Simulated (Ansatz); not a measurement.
Job for Ansatz (a quantum-chemistry and plane-wave program): R-wB97X-V/def2-TZVPPD on H2 (SMILES [H][H]) with ghost functions. Files ending in .json are basis or fitting sets from the Basis Set Exchange.

Ansatz 0.2 input:
```yaml
crystal:
  periodic: [false, false, false]
  atoms:
    - {symbol: H, position_ang: [0.55671444, -0.76272745, 0.05311899]}
    - {symbol: H, position_ang: [-0.09818437, -0.57640907, -0.24714688]}
basis:
  gaussian:
    orbitals: def2-TZVPPD.json
    ghost_atoms:
      - {symbol: Si, position_ang: [1.01677842, -0.13381436, 3.68165646]}
      - {symbol: Si, position_ang: [-1.13154223, 0.46763149, 2.96148175]}
      - {symbol: H, position_ang: [1.81496572, -0.67385953, 2.55449557]}
      - {symbol: H, position_ang: [0.93083401, -1.17096000, 4.73863268]}
      - {symbol: H, position_ang: [1.72125695, 1.04841343, 4.23512421]}
      - {symbol: H, position_ang: [-1.05309844, 1.51219835, 1.91209080]}
      - {symbol: H, position_ang: [-1.91600732, 1.00041735, 4.10243329]}
      - {symbol: H, position_ang: [-1.84138958, -0.71066948, 2.40800976]}
hamiltonian:
  xc: {name: wB97X-V}
scf: {lower_state_search: off}
```

**Question.** Predict the final total energy.

**Answer.** -1.1727 hartree.
